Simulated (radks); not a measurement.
Values are calculated unless marked as measured or tabulated.
Problem. Spin polarisation of the 2p5 shell in the magnesium ion Mg3+. Start: [He] 2s2 2p(up 2.5, down 2.5); electrons of 2p are moved from spin down to spin up, other shells keep equal spins. Level of theory: non-relativistic Kohn-Sham, SCAN, spin-polarised, spherical densities, point nucleus; meta-GGA in the generalised Kohn-Sham scheme (a radial shooting solver on a logarithmic mesh with Libxc functionals). Estimate the energy gained and the exchange splitting at a moment of 1 Bohr magnetons.

Solution. At moment 1 the spin-polarisation energy is -0.942 eV and the 2p exchange splitting 3.798 eV, that is 3.798 eV per Bohr magneton; E = -I m^2/4 would give I = 3.767 eV.
